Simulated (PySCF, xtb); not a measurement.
B3Cl3H3N3. Atoms are numbered in the order given.

```xyz
12

Cl     1.7436     2.7037     0.0000
B      0.7776     1.2057     0.0000
N     -0.6462     1.2584     0.0000
B     -1.4330     0.0705     0.0000
Cl    -3.2133     0.1582     0.0000
N     -0.7667    -1.1888     0.0000
B      0.6554    -1.2763     0.0000
Cl     1.4697    -2.8619     0.0000
N      1.4129    -0.0695     0.0000
H     -1.1092     2.1600     0.0000
H     -1.3160    -2.0406     0.0000
H      2.4252    -0.1194     0.0000
```

Geometry optimised at B3LYP-D3(BJ)/def2-SVP.

Calculation: PySCF with C-PCM-PBE0/def2-SVP.

The values are the electrostatic part of the solvation free energy, E(continuum) − E(gas) at the gas-phase geometry, in a cavity of scaled van der Waals radii (PySCF's table); cavitation and dispersion terms are not included. In vacuum the orbital gap is 8.68 eV. The dipole moment in vacuum is 0.00 D.

```tsv
solvent	ε	ΔG(elec) (kcal/mol)	dipole (D)	gap (eV)
water	78.36	-5.1	0.00	8.65
N,N-dimethylformamide	37.22	-5.0	0.00	8.66
cyclohexanone	15.62	-4.8	0.00	8.66
```

For comparison, GFN2-xTB/ALPB(water) (xtb, at the GFN2-xTB geometry, all terms of that model) gives -7.8 kcal/mol.
